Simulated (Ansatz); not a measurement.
Ideal-gas functions of H2SZn, SMILES `[SH][ZnH]` at 298.15 K and 1 bar, from an Ansatz frequency run at PBE0-D4/def2-TZVP.

Molar mass 99.47 g/mol, point group Cs (symmetry number 1), electronic degeneracy 1, moments of inertia 1.76, 108.986, 110.746 u Å². Harmonic wavenumbers (cm⁻¹, unscaled): 397, 418, 445, 638, 1938, 2701.

Use S(trans) = R[1.5 ln M + 2.5 ln T − 1.1517]; rotational temperatures θ = 24.2544 K / I; S(rot) = R[ln(√π/σ · √(T³/θAθBθC)) + 1.5]; for each mode x = 1.438777 ν̃/T, S = R[x/(eˣ − 1) − ln(1 − e⁻ˣ)] and H = RT x/(eˣ − 1); 1 cm⁻¹ = 0.0119627 kJ/mol; R = 8.31446 J/(mol·K).

Question: By hand: the entropy, in J/(mol·K).

Answer: Translation 166.2. Rotation: θ = 13.7809, 0.2225, 0.219 K, giving 89.9. Vibration, mode by mode: 4.07, 3.76, 3.39, 1.63, 0.01, 0.00, in all 12.9. Electronic 0.0. Sum 269.0 J/(mol·K).

Question: By hand: H − E and G − E in kJ/mol, counted from the electronic energy.

Answer: Zero-point energy ½ × 6537 × 0.0119627 = 39.1; thermal vibration 2.7; translation, rotation and pV give 4 RT = 9.9. H − E = 51.7 kJ/mol, and G − E = 51.7 − 298.15 × 269.0/1000 = -28.5 kJ/mol.

Vibration gives 5 % of the entropy.
